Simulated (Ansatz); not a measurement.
Consider the formal exchange of groups at a C–Ge bond: `C#[C][GeH2][Cl]` + `C#C[SiH2]C#C` → `C#C[SiH](C#C)C#C` + `[Cl][GeH3]`.

Isolated molecules relaxed with PBE0-D4/def2-TZVP in Ansatz; ΔE leaves out vibrations. CBS: MP2 limit from def2 TZ/QZ plus the TZ coupled-cluster correction, frozen cores. For Ge outer-core shells are correlated without core-valence functions, which leaves a few kJ/mol of doubt a bond. Scalar relativity is left out up to krypton.

```tsv
level	ΔE (kcal/mol)
CCSD(T)/def2-SVP	-3.5
HF/CBS(def2)	-4.1
```

Task: What does CCSD(T)/CBS give? (An estimate is asked.)

Result: Ansatz gave: -4.5 kcal/mol. The listed levels differ from it by 1.0, 0.4 kcal/mol.

Task: What do rigid-rotor, harmonic-oscillator terms from PBE0-D4/def2-TZVP frequencies (298.15 K, 1 bar) make of the CCSD(T)/CBS value? (Estimate.)

Result: Ansatz gave: ΔZPE = -0.2 kcal/mol, ΔH = -4.6 kcal/mol, ΔS = -14 J/(mol·K), ΔG = -3.6 kcal/mol.

Largest T1 diagnostic among the species: 0.014.

At CCSD(T), def2-SVP lies +1.0 kcal/mol from the extrapolated value and def2-TZVPP +1.0 kcal/mol. Leaving LDA and LC-ωPBE aside and taking each functional with its dispersion term where it has one, the values, not all of them listed here, spread over 2.1 kcal/mol, from B97M-V to PBE-QIDH.
